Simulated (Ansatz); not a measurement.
Isolated molecules relaxed with PBE0-D4/def2-TZVP in Ansatz; ΔE leaves out vibrations. CCSD(T)/CBS adds triple-zeta CCSD(T) − MP2 to the extrapolated MP2 energy (def2 sets, frozen cores). DFT in def2-TZVPP. B3LYP here is the variant with VWN-RPA as its local correlation; programs differ in this. For Br outer-core shells are correlated without core-valence functions, which leaves a few kJ/mol of doubt a bond. Scalar relativity is left out up to krypton. Each species was taken in one conformer, which may not be the lowest.

Reaction (substitution at a C–C bond): `[SiH3]CCBr` + `[OH][AlH][SiH3]` → `[SiH3]C[O][AlH][SiH3]` + `CBr`

CCSD(T)/CBS gives +18.4 kcal/mol.

Problem. Another level gave +17.1 kcal/mol. Which?
A. B3LYP/def2-TZVPP
B. B2PLYP/def2-TZVPP
C. SCS-MP2/def2-TZVPP
D. MP2/def2-TZVPP

Solution. B. B2PLYP 17.1, SCS-MP2/def2-TZVPP 18.3, B3LYP 15.9, MP2/def2-TZVPP 19.8 kcal/mol.

Largest T1 diagnostic among the species: 0.014.

In def2-TZVPP, CCSD(T) changes the Hartree–Fock value by +1.9 kcal/mol (the triples alone add +0.0 kcal/mol) and MP2 by +4.0 kcal/mol. From PBE to PBE0 (25 % exact exchange), in def2-TZVPP and without D4, ΔE moves by +0.8 kcal/mol.
